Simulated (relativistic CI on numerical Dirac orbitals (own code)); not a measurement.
## Energy levels of Os LXVIII

These numbers are calculated, not measured: Dirac-Coulomb-Breit CI, orbitals from a KLI potential per configuration, QED by a radiative potential, unscaled Slater integrals (own radial code, finite nucleus).

Configuration list (outside the closed core 1s2): 2s2 2p5, 2s 2p6, 2p6 3s, 2s2 2p4 3s, 2p6 3p, 2s2 2p4 3p, 2p6 3d, 2s2 2p4 3d, 2s 2p5 3s, 2s 2p5 3p, 2s 2p5 3d, 2s2 2p4 4s, 2s2 2p4 4p, 2s2 2p4 4d, 2s2 2p4 4f, 2s2 2p3 3s2, 2s2 2p3 3s 3p, 2s 2p5 4s, 2s2 2p4 5s, 2s 2p5 4p, 2s2 2p4 5p, 2s2 2p3 3s 3d, 2s2 2p3 3p2, 2s2 2p4 5d, 2s2 2p4 5f, 2s 2p5 4d, 2s2 2p4 5g, 2s 2p5 4f, 2s2 2p3 3p 3d, 2s 2p4 3s2, 2s2 2p3 3d2, 2s 2p4 3s 3p, 2s 2p4 3s 3d, 2s 2p4 3p2, 2s 2p5 5s, 2s 2p4 3p 3d. Levels of other configurations are missing.

The lowest level is 2s2 2p5 2P°_3/2, with 100 % of that term; Hund's rules for 2s2 2p5 give 2P° with J = 3/2, in agreement.

```
No.  Configuration  Term    J   E (Ry)    %  Next component (%)  Landé g
  1        2s2 2p5   2P°  3/2    0.000  100                        1.296
  2        2s2 2p5   2P°  1/2  115.596  100                        0.614
  3         2s 2p6    2S  1/2  152.372  100                        1.950
  4     2p4(3P) 3s    4P  5/2  656.131   68               32 2D    1.439
  5     2p4(3P) 3s    2P  3/2  656.977   56               32 2D    1.166
  6     2p4(1S) 3s    2S  1/2  661.140   65               23 4P    1.985
  7     2p4(3P) 3p   4P°  3/2  666.620   31              26 2P°    1.437
  8     2p4(3P) 3p   2D°  5/2  666.757   37              27 4D°    1.173
  9     2p4(1S) 3p   2P°  1/2  671.354   73              19 4D°    0.645
 10     2p4(3P) 3p   4D°  7/2  699.113   68              32 2F°    1.309
 11     2p4(3P) 3p   2D°  5/2  699.116   51              40 4P°    1.307
 12     2p4(1D) 3p   2P°  1/2  699.186   51              38 2S°    1.277
 13     2p4(3P) 3p   2P°  3/2  702.883   48              29 2D°    1.307
 14     2p4(1S) 3p   2P°  3/2  704.877   70              13 4D°    1.313
 15     2p4(3P) 3d    4D  3/2  710.306   32               31 2D    1.175
 16     2p4(3P) 3d    4D  5/2  710.477   34               26 2F    1.141
 17     2p4(3P) 3d    2F  7/2  710.509   38               29 2G    1.084
 18     2p4(3P) 3d    4P  1/2  710.763   51               27 2P    1.693
 19     2p4(1S) 3d    2D  3/2  715.182   70               16 4F    0.816
 20     2p4(1D) 3d    2F  7/2  717.838   50               41 4D    1.231
 21     2p4(3P) 3d    4F  9/2  717.879   68               32 2G    1.237
 22     2p4(3P) 3d    2P  1/2  718.967   61               22 2S    1.160
 23     2p4(3P) 3d    2D  5/2  720.821   51               21 2F    1.197
 24     2p4(3P) 3d    2P  3/2  720.911   48               31 2D    1.189
 25     2p4(1S) 3d    2D  5/2  723.639   70               10 4D    1.184
 26     2p4(3P) 3s    4P  3/2  772.325   87               11 2P    1.647
 27     2p4(3P) 3s    2P  1/2  773.070   66               33 4P    1.298
 28     2p4(1D) 3s    2D  5/2  773.817   68               32 4P    1.291
 29     2p4(1D) 3s    2D  3/2  774.306   66               33 2P    0.938
 30     2p4(3P) 3p   4P°  1/2  782.416   51              27 4D°    1.762
```

Energies count from the lowest computed level; ° marks odd parity. Percentages are summed over parent terms; the parents shown are those of the largest component, closed shells are left out there.

The mean weight of the leading LS term, summed over parents, in these 30 levels is 61 %, and that of the leading jj configuration (from the same eigenvectors) 100 %, so jj coupling describes them better and the LS labels are nominal.

At this charge energies of transitions that change n are usually good to better than 1 %, and those within a shell (Δn = 0) to a few per cent.

LS names give the leading component of a level, which can be under half, so a name can repeat, a term be missing and a line seem to break the LS rules.
